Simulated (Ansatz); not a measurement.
phosphoric acid (H₃O₄P), singlet, geometry from GFN2-xTB; R2SCAN/STO-3G (Ansatz, an electronic-structure program).

Ansatz was given this input:
Ansatz 0.2 input:
```yaml
crystal:
  periodic: [false, false, false]
  atoms:
    - {symbol: O, position_ang: [0.49639997, 0.07749188, 1.46274063]}
    - {symbol: P, position_ang: [0.07763513, -0.00187854, -0.06678288]}
    - {symbol: O, position_ang: [1.18776102, -0.02874031, -1.02172942]}
    - {symbol: O, position_ang: [-0.88586825, -1.26330432, -0.10643158]}
    - {symbol: O, position_ang: [-0.92691551, 1.21766505, -0.22393643]}
    - {symbol: H, position_ang: [1.27103163, 0.62878945, 1.55130795]}
    - {symbol: H, position_ang: [-0.37287092, -2.04878771, -0.28441190]}
    - {symbol: H, position_ang: [-1.03370548, 1.42327804, -1.15029845]}
basis:
  gaussian:
    orbitals: STO-3G
hamiltonian:
  xc: r2scan
accuracy: high
```

Problem. Predict the main parts of the log of this Ansatz run.

Solution. 
```
Functional definition: r2SCAN
698 factors; integrals over basis functions are off by at most 2.3e-8 eV
mean field evaluation 1: about -17291.3703 eV, gradient 4.7e1 eV
mean field evaluation 2: about -17259.7253 eV, gradient 1.3e2 eV
mean field evaluation 4: about -17298.8300 eV, gradient 8.6e0 eV
mean field evaluation 8: about -17298.9845 eV, gradient 1.8e-2 eV
mean field evaluation 16: about -17298.9845 eV, gradient 2.4e-6 eV
mean field -17298.98452378 eV, -635.7259555759 hartree, gradient 1.2e-8 eV, S^2 0.000000; 0 other end points of the search recorded, 0 dependent functions left out
reference -17298.98452419 eV, -635.7259555910 hartree; 25, 25 occupied and 7, 7 virtual orbitals, 698 factors
Total energy: -17298.98452419 eV, -635.7259555910 hartree
```
